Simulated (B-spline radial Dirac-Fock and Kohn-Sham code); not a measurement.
EELS cross sections of the As M1 edge

System: the free arsenic atom, configuration [Ar] 3d10 4s2 4p3. The computed values come from a radial B-spline solver: the first Born approximation with generalised oscillator strengths from a Dirac-Hartree-Slater potential (longitudinal and transverse terms; continuum final states only, so no white lines or fine structure). The edge is taken at 204.7 eV (tabulated value).

Partial cross sections σ(β, Δ) in barn, integrated over a window Δ above the edge and up to the collection semi-angle β, for parallel illumination:

```
E₀ (kV)  β (mrad)  Δ = 25 eV  Δ = 50 eV  Δ = 100 eV  Δ = 200 eV  Δ = 300 eV
     60        10        984       1810        3000        4310        4930
     60        50       1660       3180        5730        9090       10900
     60       100       1870       3600        6590       11000       13700
     80        20       1150       2160        3720        5590        6550
     80        50       1420       2720        4920        7890        9530
     80       100       1540       2970        5430        9040       11300
    100        50       1260       2410        4380        7090        8620
    100       100       1340       2570        4700        7810        9760
    120         5        571       1040        1720        2470        2820
    200         5        525        967        1620        2360        2730
    200        20        773       1470        2600        4040        4800
    200       100        905       1740        3160        5230        6520
    300        50          ?          ?           ?           ?           ?
    300       100        762       1460        2650        4370        5450
```

Question: Give the row for 300 kV and 50 mrad.

Answer: 761 b for 25 eV, 1460 b for 50 eV, 2650 b for 100 eV, 4360 b for 200 eV, 5430 b for 300 eV.
